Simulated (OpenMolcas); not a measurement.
**Dy2+: moving the ligands**

Dy2+ with 7 ligands (fluoride) in pentagonal bipyramidal coordination (D5h) at 2.44 Å, the axial distance 2.513 Å. A charge of +0.714 e stands 2.4 Å behind each ligand. Ligand basis ANO-RCC-VDZP.

```
Program             : OpenMolcas
Method              : CASSCF
Basis               : ANO-RCC-VDZP [7s6p4d2f1g]
Scalar Hamiltonian  : DKH2, point nucleus
Active space        : 10 electrons in 7 orbitals (4f)
State averaging     : 2S+1 = 5 even, 35 roots (33 in the spin-orbit step); 2S+1 = 3 even, 106 roots kept (CI in the orbitals of an earlier block); 2S+1 = 1 even, 43 roots kept (CI in the orbitals of an earlier block, 31 in the spin-orbit step)
Spin-orbit coupling : RASSI with atomic mean-field integrals over the reference wave functions
```

Runs around this geometry, states. Energies in cm-1 above the lowest state or level, χT in cm3 K/mol.

```json
{"R (Å)": "2.4", "Ground state": "2S+1 = 5", "First state of that spin": "16.7", "First gap with spin-orbit (degeneracies)": "8.7 (1, 2)", "Width of lowest J": "238", "χT at 300 K": "13.896"}
{"R (Å)": "2.44", "Ground state": "2S+1 = 5", "First state of that spin": "16.1", "First gap with spin-orbit (degeneracies)": "8.3 (1, 2)", "Width of lowest J": "224", "χT at 300 K": "13.905"}
{"R (Å)": "2.57", "Ground state": "2S+1 = 5", "First state of that spin": "13.9", "First gap with spin-orbit (degeneracies)": "7.0 (1, 2)", "Width of lowest J": "186", "χT at 300 K": "13.925"}
```

Taking the width of the lowest J multiplet as R^-n, n = -ln(186 / 238) / ln(2.57 / 2.4) = 3.6 between the shortest and longest distance.

High states are left out of the spin-orbit mixing, which shifts the levels that they would mix with. Without dynamic correlation the ligand-field splitting of an f shell can come out too small, at times by half. No measured value stands beside these numbers; the geometry is a model, was not optimised and need not be the one that this ion takes.

A state without a sure symmetry label is named by its multiplicity alone.
